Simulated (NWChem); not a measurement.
CH6BNO; SMILES CB(N)O

```xyz
10

B     -0.0209     0.0697     0.0000
C      0.2463    -1.4935     0.0000
H      1.3143    -1.7579    -0.0023
H     -0.2134    -1.9702    -0.8827
H     -0.2092    -1.9693     0.8854
O     -1.2988     0.5826     0.0000
H     -1.9674    -0.1057     0.0008
N      1.0320     1.0021     0.0005
H      0.8638     1.9993    -0.0020
H      2.0058     0.7405    -0.0028
```
Atoms are numbered in this order, from 1.

All runs: NWChem. Pople sets run with spherical d functions. Medium grid unless said otherwise, to which SCAN and Minnesota functionals are sensitive. Coordinates come from a PBE0/def2-SVP optimisation. Hybrids' shares of exact exchange are those that their runs print; pure functionals count as 0. The functionals differ in more than this share.

```csv
row,share of exact exchange,highest occupied level (eV)
PBE/6-31G*,0.00,-5.54
OLYP/6-31G*,0.00,-5.44
TPSSh/6-31G*,0.10,withheld
B3LYP/6-31G*,0.20,-6.80
M06-2X/6-31G*,0.54,-8.59
Hartree-Fock/6-31G*,1.00,-10.89
```

Task: Fit a straight line of the last column on the one before it, predict the withheld value, and compare with the run.

Result: 
1. Means of the 5 shown rows: x = 0.348, y = -7.452. Slope Σ(x − x̄)(y − ȳ)/Σ(x − x̄)² = -3.922/0.7261 = -5.402; intercept -5.572.
2. The shown rows scatter about the line by 0.107 (root mean square); the largest residual is -0.15, at B3LYP/6-31G*.
3. At x = 0.10 (TPSSh/6-31G*; inside the shown range) the line gives -6.11.
4. The run gives -6.28, -0.17 from the line, 1.6 times the scatter.
